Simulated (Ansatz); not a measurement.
CH3FOSe (`OC(F)[SeH]`). The species carries charge 0 and has multiplicity 1.

Z-matrix (Å, degrees):
```
C
F 1 1.369
Se 1 1.981 2 108.5
O 1 1.357 2 111.5 3 -121.6
H 1 1.089 2 108.0 3 119.7
H 3 1.467 1 94.0 2 34.6
H 4 0.965 1 108.9 2 66.8
```

List the harmonic frequencies (cm⁻¹, unscaled) at PBE0-D4/def2-TZVP in Ansatz. (An estimate is asked.)

The calculation gave: 166, 272, 301, 456, 571, 675, 757, 1041, 1160, 1233, 1338, 1424, 2455, 3142, 3802.

Is this a minimum?

Yes, all 15 modes are real.

Give the ideal-gas thermochemistry at 298.15 K and 1 bar (rigid rotor, harmonic oscillator; point group C1, symmetry number 1).

Zero-point energy 112.4 kJ/mol; H(298) − E = 128.2 kJ/mol; entropy 310.0 J/(mol·K), of which translation 169.5, rotation 109.0, vibration 31.6; G(298) − E = 35.7 kJ/mol.

And at 400, 500, 600, 800 and 1000 K?


| T (K) | H − E (kJ/mol) | S (J/mol/K) | G − E (kJ/mol) |
| --- | --- | --- | --- |
| 400 | 136.6 | 334.3 | 2.9 |
| 500 | 146.1 | 355.4 | -31.6 |
| 600 | 156.4 | 374.2 | -68.1 |
| 800 | 179.1 | 406.8 | -146.3 |
| 1000 | 203.8 | 434.3 | -230.5 |
